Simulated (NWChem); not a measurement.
System: CAlClF4; SMILES [F][Al]([Cl])[C](F)(F)F

```xyz
7

Al     0.5050    -0.6144     0.0151
C     -0.2160     1.2590    -0.0340
F     -1.2445     1.3830    -0.8880
F      0.7047     2.1637    -0.3926
F     -0.6708     1.6212     1.1813
Cl    -0.7764    -2.2449     0.0553
F      2.1408    -0.8421     0.0501
```
Atoms are numbered in this order, from 1.

Computed with NWChem. Pople sets run with spherical d functions. All runs use the structure optimised with PBE0/def2-SVP. Vzz is the largest principal value of the second derivative of the potential at the nucleus (NWChem prints the opposite sign); η is the asymmetry. Non-relativistic.

```
level         Vzz Al1 (a.u.)  η Al1  Vzz Cl6 (a.u.)  η Cl6
------------  --------------  -----  --------------  -----
PBE0/6-31G*                …   0.33               …   0.31
PBE0/cc-pVTZ           1.126   0.24           1.279   0.36
PBE/cc-pVTZ            1.095   0.24           1.253   0.39
PBE/6-31G*             0.771   0.35           1.357   0.34
```

Task: Some entries are withheld; supply them.

Result: 
- PBE0/6-31G*, Vzz Al1 (a.u.): 0.826
- PBE0/6-31G*, Vzz Cl6 (a.u.): 1.394
